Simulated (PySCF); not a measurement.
# Energy and ionisation energy along a bond of AlH3N cation

These are calculations, not measurements. The program is PySCF 2.14.0, an open-source quantum chemistry code, run on an isolated molecule that a program drew, which may never have been made. The molecule is AlH3N cation (charge +1, singlet), drawn as the SMILES string `[NH2][AlH+]`.

The structure below is the HF double-zeta minimum with every atom moved a little at random, so it isn't optimised. Bond N1-H3 is then set to each length in the table by shifting atom 3 along it, with nothing else relaxed.
```xyz
5
AlH3N cation, angstrom
N    -0.0352    2.9060    0.9539
Al    0.6977    2.4705   -0.6375
H    -0.8465    3.4755    1.0357
H     0.3412    2.6560    1.8568
H     1.2757    2.1503   -1.9068
```

E is the energy above the same method's energy at the HF double-zeta minimum. IE is the energy to remove one electron at fixed geometry, to the doublet state of charge +2, as a difference of total energies. The basis family is cc-pV(n+d)Z, with UHF for radicals and no spin-orbit coupling. Best is HF at quadruple zeta, plus MP2 correlation extrapolated from triple and quadruple zeta, plus CCSD(T) minus MP2 at triple zeta, with a frozen core. The other columns are at triple zeta.

| bond (Å) | E MP2 (kcal/mol) | E r2SCAN (kcal/mol) | E CCSD(T) (kcal/mol) | E best (kcal/mol) | IE MP2 (eV) | IE r2SCAN (eV) | IE CCSD(T) (eV) | IE best (eV) | T1 |
|---|---|---|---|---|---|---|---|---|---|
| 0.8786 | 17.23 | 17.78 | 17.46 | 17.28 | 16.362 | 16.235 | 16.249 | 16.411 | 0.013 |
| 0.9946 | 5.13 | 5.72 | 5.33 | 5.40 | 16.245 | 16.104 | 16.122 | 16.287 | 0.014 |
| 1.1606 | 13.73 | 14.07 | 13.74 | 13.94 | 16.072 | 15.914 | 15.938 | 16.107 | 0.014 |
| 1.2766 | ? | ? | ? | ? | ? | ? | ? | ? | ? |
| 1.5246 | 60.69 | 59.88 | 59.46 | 59.48 | 15.736 | 15.501 | 15.559 | 15.738 | 0.017 |

T1 is the CCSD diagnostic of the starting molecule.

**Estimate the best E and IE at 1.2766 Å from the other rows.**

A cubic in the inverse of the bond length through the other values of E best gives 26.99 kcal/mol there. A least-squares quadratic in the bond length through IE best gives 15.987 eV. The calculation gives 27.22 kcal/mol and 15.982 eV, so the fits miss by 0.23 kcal/mol and 0.005 eV. The same recipe one zeta lower moves these two values by 0.59 kcal/mol and 0.03 eV, a gauge of their own error. The rest of the row: E is 27.28 (MP2), 27.30 (r2SCAN), 27.04 (CCSD(T)); IE is 15.952 (MP2), 15.782 (r2SCAN), 15.811 (CCSD(T)); T1 is 0.015.
